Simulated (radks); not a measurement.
Values are calculated unless marked as measured or tabulated.
Ionisation of neutral tellurium, [Kr] 4d10 5s2 5p4, to [Kr] 4d10 5s2 5p3 as the strength of local exchange is varied. Code: a radial shooting solver on a logarithmic mesh with Libxc functionals. Model: Dirac Kohn-Sham, Slater X-alpha exchange (alpha = 2/3 is LDA exchange), no correlation, spin-unpolarised, spherical densities, point nucleus; open shells are shared between the two j in proportion to 2j + 1.

alpha  E(Te) (hartree)  exchange (hartree)  IE (eV)  -e of the level emptied (eV)  <r> of it (bohr)
0.563      -6760.52803          -139.08341    7.866                 4.000 (5p3/2)             2.845
0.57       -6762.25752          -140.84768    7.927                 4.051 (5p3/2)             2.839
0.583      -6765.47058          -144.12645    8.040                 4.147 (5p3/2)             2.827
0.667      -6786.26758          -165.38351    8.788                 4.788 (5p3/2)             2.755
0.793      -6817.57893          -197.49986    9.967                 5.814 (5p3/2)             2.658
0.869      -6836.53229          -217.00532   10.710                 6.470 (5p3/2)             2.604
0.873      -6837.53123          -218.03470   10.750                 6.505 (5p3/2)             2.601
0.931      -6852.03162          -232.99208   11.334                 7.025 (5p3/2)             2.563

NIST Atomic Spectra Database: 9.010 eV (measured). The Delta-SCF value meets it near alpha = 0.69. Spin polarisation and multiplet splitting are left out, so open shells lie too high by an amount that depends on their filling. Sharing an open shell by 2j + 1 raises it above the true ground level by a part of the spin-orbit splitting, which enters the differences from NIST.

Beside tabulated values, note that spin-unpolarised runs miss the spin-polarisation part of the exchange energy of open shells.
